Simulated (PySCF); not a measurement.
## Calculated data, CH$_{3}$BClSi, AlBH$_{2}$NO, AlH$_{3}$O$_{2}$Si

All values are calculated (PySCF 2.14.0). Calculation on a computer-drawn molecule: optimised geometry and harmonic frequencies of an isolated molecule of the commonest isotopes, restricted reference for singlets and unrestricted otherwise, frozen core in MP2.

Common to all runs: multiplicity 1; method MP2.

(1) CH$_{3}$BClSi

Start structure:
```xyz
7
CH3BClSi
B     -0.8959     0.7970     0.4854
C     -2.0412    -0.0274     0.4143
Si    -2.1676    -1.5988     1.1485
Cl    -0.6698    -2.3948     2.1764
H      0.0628     1.4681     0.5543
H     -2.9102     0.3380    -0.1346
H     -3.3636    -2.4233     1.0594
```

Settings of this run: charge 1 and basis cc-pV(D+d)Z.

It finds rotational constants 9.753, 2.993, 2.29 GHz; total energy -812.8935 hartree; convergence status largest gradient component 2.533e-05 hartree/bohr.

Drawn bonds:
```csv
atom,other atom,order
1,2,2
2,3,1
3,4,1
1,5,1
2,6,1
3,7,1
```

Optimised structure:
```xyz
7
CH3BClSi
B     -0.8966     0.7894     0.4886
C     -2.0667    -0.0125     0.3972
Si    -2.1621    -1.5939     1.1484
Cl    -0.6430    -2.3598     2.1714
H      0.0961     1.4244     0.5889
H     -2.9532     0.3420    -0.1535
H     -3.3601    -2.4308     1.0627
```

Modes:
```csv
frequency (cm⁻¹),reduced mass (dalton)
108.1,4.036
160.6,2.868
300.5,4.357
498.5,1.162
609.8,1.295
616.3,10.19
741.7,1.251
752.9,1.302
782.9,1.55
923.4,1.687
998.4,1.708
1454,6.458
2395,1.045
2888,1.127
3186,1.089
```

(2) AlBH$_{2}$NO

Start structure:
```xyz
6
AlBH2NO
N     -1.3247     0.7345    -1.1100
B     -0.5450     0.7407    -0.1355
Al     0.8573     0.7302     1.5407
O      0.5017     1.3115     3.0061
H     -1.9764     0.7519    -1.8448
H      2.2465     0.0587     1.0409
```

Settings of this run: charge -1 and basis aug-cc-pV(D+d)Z.

The calculation gives: rotational constants 26.02, 2.449, 2.238 GHz; total energy -397.6937 hartree; convergence status largest gradient component 3.912e-05 hartree/bohr.

Drawn bonds:
```csv
atom,other atom,order
1,2,2
2,3,1
3,4,1
1,5,1
3,6,1
```

Optimised structure:
```xyz
6
AlBH2NO
N     -1.3354     0.7341    -1.1230
B     -0.5236     0.7328    -0.1358
Al     0.8695     0.7225     1.5302
O      0.4905     1.3274     3.0444
H     -2.0084     0.7583    -1.8636
H      2.2668     0.0524     1.0452
```

Modes:
```csv
frequency (cm⁻¹),reduced mass (dalton)
129.6,6.086
215,3.813
315.1,9.713
344.6,1.187
374.9,1.207
416.9,9.338
481.6,1.504
699.3,1.111
907.4,15.1
1757,2.075
1763,1.658
3850,1.097
```

(3) AlH$_{3}$O$_{2}$Si

Start structure:
```xyz
7
AlH3O2Si
O      0.1264     0.4973     2.6325
Si    -0.5932     0.2745     1.1675
O      0.0612    -1.0516     0.5007
Al     0.9032    -2.4601     0.0393
H     -0.1237     1.2413     3.1586
H     -2.0504     0.0941     1.3405
H     -0.3586     1.4520     0.3045
```

Here we set charge 0 and basis cc-pV(D+d)Z.

Results for AlH$_{3}$O$_{2}$Si: rotational constants 14.26, 2.231, 1.973 GHz; total energy -682.9967 hartree; convergence status largest gradient component 3.698e-05 hartree/bohr.

Drawn bonds:
```csv
atom,other atom,order
1,2,1
2,3,1
3,4,1
1,5,1
2,6,1
2,7,1
```

Optimised structure:
```xyz
7
AlH3O2Si
O      0.1576     0.4624     2.6363
Si    -0.6055     0.2875     1.1638
O      0.0265    -1.0520     0.4441
Al     0.9455    -2.4720     0.0923
H     -0.1230     1.2309     3.1493
H     -2.0656     0.1154     1.3481
H     -0.3705     1.4754     0.3096
```

Modes:
```csv
frequency (cm⁻¹),reduced mass (dalton)
43.85,10.28
65.41,1.748
73.99,1.765
332.5,8.106
526.1,9.086
721.3,1.41
757.8,1.068
805.9,1.156
849.7,4.996
1020,1.336
1032,1.227
1045,4.435
2267,1.053
2278,1.029
3900,1.066
```
